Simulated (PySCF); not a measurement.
Core-level binding energies of n-SiGeSiSiH10

Species: n-SiGeSiSiH10.
Bonds: Si1–Ge2, Ge2–Si3, Si3–Si4. Hydrogens: H5, H6, H7 on Si1; H8, H9 on Ge2; H10, H11 on Si3; H12, H13, H14 on Si4.

The calculation used delta-SCF UKS SCAN, pcX-2 on the ionised atom, pcseg-1 elsewhere, spin-free X2C in PySCF. These are vertical core ionisation energies against the vacuum level, from separate self-consistent calculations with and without the core hole.

Problem. Give the core binding energies atom by atom.

Solution. 
```json
{"atom(s)": "Si1", "environment": "silicon bonded to Ge and 3 H", "level": "Si 2p3/2", "binding energy (eV)": "106.53", "2p1/2 (eV)": "107.15", "above the level's lowest (eV)": "+0.32", "count": "1"}
{"atom(s)": "Si1", "environment": "silicon bonded to Ge and 3 H", "level": "Si 1s", "binding energy (eV)": "1846.23", "2p1/2 (eV)": "–", "above the level's lowest (eV)": "+0.34", "count": "1"}
{"atom(s)": "Si3", "environment": "silicon bonded to Ge, Si and 2 H", "level": "Si 2p3/2", "binding energy (eV)": "106.21", "2p1/2 (eV)": "106.83", "above the level's lowest (eV)": "0.00", "count": "1"}
{"atom(s)": "Si3", "environment": "silicon bonded to Ge, Si and 2 H", "level": "Si 1s", "binding energy (eV)": "1845.89", "2p1/2 (eV)": "–", "above the level's lowest (eV)": "0.00", "count": "1"}
{"atom(s)": "Si4", "environment": "silicon bonded to Si and 3 H", "level": "Si 2p3/2", "binding energy (eV)": "106.49", "2p1/2 (eV)": "107.12", "above the level's lowest (eV)": "+0.28", "count": "1"}
{"atom(s)": "Si4", "environment": "silicon bonded to Si and 3 H", "level": "Si 1s", "binding energy (eV)": "1846.19", "2p1/2 (eV)": "–", "above the level's lowest (eV)": "+0.30", "count": "1"}
```

Lowest listed Si 1s: Si3, bonded to 2 H, Ge and Si. Highest, 0.34 eV above it: Si1, bonded to 3 H and Ge. The values 1846.19 and 1846.23 eV lie too close for their order to be trusted.

The listed Si 2p3/2 values span 0.32 eV, from Si3 (bonded to 2 H, Ge and Si) to Si1 (bonded to 3 H and Ge). The values 106.49 and 106.53 eV lie too close for their order to be trusted.

Problem. What is the longest wavelength that can ionise Si 1s of Si4 vertically?

Solution. λ = hc/E = 12398.42 eV Å / 1846.19 eV = 6.716 Å.

Problem. Express the binding energy of Si 1s of Si4 in atomic units and per mole.

Solution. 1846.19 eV = 67.8462 Eh = 178130 kJ/mol.

Spin–orbit and ligand-field terms were added within each 2p shell after the spin-free SCF. 2p1/2 minus 2p3/2 (ligand field included): Si 0.62 eV. No level of germanium is listed. One conformer (not necessarily the lowest) at the PBE0-D3(BJ)/def2-SVP geometry, without solvent, vibrations or thermal averaging.

The run took 94 s wall on Intel Xeon at 2.50 GHz, one thread (shared host), and the process peaked at 0.61 GiB of memory.
